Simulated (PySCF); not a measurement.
C3H3BO2, SMILES C#CB(O)C=O. Atoms are numbered in the order given.

```xyz
9

C      0.8939     2.2924     0.0000
C      0.2572     1.2549     0.0000
B     -0.5394    -0.0515     0.0000
O     -1.8873    -0.0855     0.0000
C      0.1862    -1.4856     0.0000
O      1.3860    -1.6289     0.0000
H      1.4679     3.2023     0.0000
H     -2.2946     0.7886     0.0000
H     -0.4891    -2.3880     0.0000
```

Coordinates come from a PBE0-D3(BJ)/def2-SVP optimisation. The structure was generated by enumeration, and PubChem lists no compound with its InChIKey, so it may never have been made. One conformer was computed; it need not be the lowest.

Two levels are set side by side: PBE/pcSseg-1 (PySCF) and KT2/pcSseg-1 (PySCF). GIAO shifts against BF3 (¹¹B), H2O (¹⁷O), TMS (¹H), TMS (¹³C) at the same level; non-relativistic, no solvent, atoms listed together averaged. Differences are taken from unrounded values.

```
quantity              KT2
------------------  -----
δ(¹³C) of C1 (ppm)   99.2
δ(¹³C) of C2 (ppm)   84.0
δ(¹¹B) of B3 (ppm)    7.8
δ(¹⁷O) of O4 (ppm)  200.0
δ(¹³C) of C5 (ppm)  215.9
δ(¹⁷O) of O6 (ppm)  870.4
δ(¹H) of H7 (ppm)    3.40
δ(¹H) of H8 (ppm)    6.75
δ(¹H) of H9 (ppm)   11.14
```

Task: What does PBE give, and how far is it from KT2? (The exact figures need the calculation; the answer reports its results.)

Result: 
```tsv
quantity	PBE	PBE minus KT2
δ(¹³C) of C1 (ppm)	106.5	7.3
δ(¹³C) of C2 (ppm)	91.8	7.8
δ(¹¹B) of B3 (ppm)	7.3	-0.5
δ(¹⁷O) of O4 (ppm)	211.8	11.9
δ(¹³C) of C5 (ppm)	235.6	19.7
δ(¹⁷O) of O6 (ppm)	965.5	95.1
δ(¹H) of H7 (ppm)	3.14	-0.26
δ(¹H) of H8 (ppm)	6.93	0.18
δ(¹H) of H9 (ppm)	11.86	0.72
```

Rough cost on one machine, each run with all the roots and properties that it gave: KT2 against PBE within a factor of 2.
